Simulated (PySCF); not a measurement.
SMILES C[Si](C)(Cl)Cl, singlet at its PBE0/def2-SVP optimised geometry (Å):

```
11

C      1.0670    -0.4672     0.0000
Si    -0.7918    -0.4672     0.0000
C     -1.5652    -1.3527    -1.4397
Cl    -1.4539    -1.3533     1.7548
Cl    -1.4529     1.4989     0.0000
H      1.4504     0.0248    -0.9074
H      1.4529     0.0727     0.8772
H      1.4508    -1.4989     0.0301
H     -2.6624    -1.3164    -1.3706
H     -1.2607    -0.8826    -2.3876
H     -1.2525    -2.4084    -1.4537
```

Computed with PySCF with PBE0/def2-TZVP.

Map of the deformation density (molecule minus spherical neutral atoms) (e/bohr³) on the plane z = 0.6 Å:

```
|11111111111111111111111111111|
|11111111111111111111111111111|
|11111111111111111111111111111|
|11111111111111111111111111111|
|11111111111111111111111111111|
|11111111111111111111111111111|
|11111112222211111111111111111|
|11111122332211111111111111111|
|11111222322211111111111111111|
|11111222222211111111111111111|
|11111122222211111111111111111|
|11111112222211111111111111111|
|11111112222111111112211111111|
|11111111111000111235521111111|
|11111111100000122369941111111|
|11111111000001223369841111111|
|11111111111101232234421111111|
|11111111222101222112211111111|
|11111112232111111112211111111|
|11111112222110111112211111111|
|11111111222111111111111111111|
|11111111111111111111111111111|
|11111111111111111111111111111|
|11111111111111111111111111111|
|11111111111111111111111111111|
|11111111111111111111111111111|
|11111111111111111111111111111|
|11111111111111111111111111111|
|11111111111111111111111111111|
```
Scale: ten equal steps from -0.019 (start of '0') to 0.087 (end of '9'), in the order '0123456789'; x runs from -3.50 to 3.50, y from -3.50 (bottom) to 3.50 (top).
